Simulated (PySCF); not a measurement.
**Fine-structure interval of Pb⁴⁷⁺ by level of theory**

Pb⁴⁷⁺ [Ar] 3d10 4s2 4p5 [4p1/2^2 4p3/2^3, M_J = 3/2] → Pb⁴⁷⁺ [Ar] 3d10 4s2 4p5 [4p1/2^1 4p3/2^4, M_J = 1/2], as a difference of total energies. Computed with PySCF 2.14 in an even-tempered Gaussian basis (16 s from 6.6 bohr⁻², ratio 2.8; 14 p from 8.5 bohr⁻², ratio 2.8; 8 d from 15 bohr⁻², ratio 2.8; 4 f from 39 bohr⁻², ratio 3), with the two-component X2C-1e Hamiltonian. Correlated levels: [Ne] frozen; the 78 highest virtual spinors dropped. "Screened" scales the spin-orbit matrix elements by Boettger's factors to mimic the two-electron term; Breit and QED terms are absent.

| method | fine-structure interval (cm⁻¹) |
| --- | --- |
| GHF (screened spin-orbit) | 1316700 |
| GMP2 (screened spin-orbit) | 1315900 |
| GHF (bare spin-orbit) | 1354500 |
